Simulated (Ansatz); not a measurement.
Total energies of C2H4FNOSi, SMILES `O[SiH]1C=C(F)N1`.

Z-matrix (Å, degrees):
```
Si
C 1 1.826
C 1 2.163 2 38.3
N 1 1.794 2 77.8 3 6.3
O 1 1.630 2 123.4 3 120.4
H 1 1.475 2 119.7 3 -102.8
H 2 1.075 1 146.7 3 179.0
F 3 1.322 1 170.8 2 -139.3
H 4 1.011 1 128.0 2 -126.5
H 5 0.959 1 117.3 2 -35.5
```

Charge 0, multiplicity 1. Geometry: relaxed with PBE0-D4/def2-TZVP. It is one conformer, not always the lowest. Basis def2-TZVPP, Ansatz.

RPA on PBE orbitals: Hartree–Fock energy of these orbitals -595.85358 Eh, correlation -1.73898 Eh (frozen core).

```json
{"functional": "revPBE", "energy without D4 (Eh)": "-597.94849", "D4 term (kJ/mol)": "-69.4"}
{"functional": "BLYP", "energy without D4 (Eh)": "-598.03823", "D4 term (kJ/mol)": "-48.8"}
{"functional": "PBE0", "energy without D4 (Eh)": "-597.65868", "D4 term (kJ/mol)": "-18.3"}
{"functional": "B3LYP", "energy without D4 (Eh)": "-598.12774", "D4 term (kJ/mol)": "-35.3"}
{"functional": "r2SCAN0", "energy without D4 (Eh)": "-597.88735", "D4 term (kJ/mol)": "-6.1"}
{"functional": "CAM-B3LYP", "energy without D4 (Eh)": "-598.00426", "D4 term (kJ/mol)": "-18.4"}
{"functional": "LC-ωPBE", "energy without D4 (Eh)": "-597.82935", "D4 term (kJ/mol)": "–"}
{"functional": "ωB97X-V", "energy without D4 (Eh)": "-597.96402", "D4 term (kJ/mol)": "–"}
{"functional": "ωB97M-V", "energy without D4 (Eh)": "-598.00084", "D4 term (kJ/mol)": "–"}
{"functional": "B2PLYP", "energy without D4 (Eh)": "-597.77957", "D4 term (kJ/mol)": "–"}
```

(1) Give the same for LDA (SPW92), PBE, r2SCAN, B97M-V, r2SCANh, HSE06 (plane-wave form), BHLYP, PBE-QIDH. (An estimate is asked.)

B3LYP takes the VWN-RPA correlation (the form of Gaussian; ORCA's B3LYP/G). HSE06 is the plane-wave form, built on full-range PBE exchange. The double hybrids freeze the cores in their second-order part.

## Answers

(1) The calculation gave: 
| functional | energy without D4 (Eh) | D4 term (kJ/mol) |
| --- | --- | --- |
| LDA (SPW92) | -594.63602 | – |
| PBE | -597.62488 | -21.9 |
| r2SCAN | -597.93372 | -5.3 |
| B97M-V | -597.97215 | – |
| r2SCANh | -597.91457 | -5.6 |
| HSE06 (plane-wave form) | -597.63815 | -17.0 |
| BHLYP | -597.95508 | -26.2 |
| PBE-QIDH | -597.53115 | – |

LC-ωPBE has ω = 0.4 bohr⁻¹.
